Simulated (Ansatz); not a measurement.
# Worked example: MgH(NH2) + GeHF2 → MgNH2 + GeH2F2

Species: MgH(NH2), singlet; GeHF2 `[F][GeH][F]`, doublet; MgNH2 `[NH2][Mg]`, doublet; GeH2F2 (difluorogermane) `[F][GeH2][F]`, singlet. A radical takes H: the energy is the difference in strength between the Mg–H bond broken and the Ge–H bond made.

Shapes, held fixed at every level: PBE0-D4/def2-TZVP. Programs: Ansatz 0.2.0. The zero-point and thermal change to 298 K, harmonic and unscaled (PBE0-D4/def2-TZVP), is +8.6 kJ/mol.

At CCSD(T)/def2-TZVPP; 1 Eh = 2625.50 kJ/mol:

| species | energy (Eh) |
| --- | --- |
| MgH(NH2) | -256.289813 |
| GeHF2 | -2275.716181 |
| MgNH2 | -255.675379 |
| GeH2F2 | -2276.361072 |

Problem. Work out ΔH(298 K) of the reaction at this level.

Solution. 
1. Products less reactants: (-255.675379) + (-2276.361072) − [(-256.289813) + (-2275.716181)] = -0.030457 Eh = -80.0 kJ/mol.
2. With the thermal change: -80.0 + (+8.6) = -71.4 kJ/mol.

Other levels give -81.2 (MP2/def2-SVP) to -45.5 kJ/mol (wB97M-V/def2-TZVPP). No measured value is set beside it here. Open shells run unrestricted. Relativity is left out for Ge. Outer-core shells of Ge, Mg are correlated, in sets that cover them unevenly. The median of the other levels is -59.5 kJ/mol.
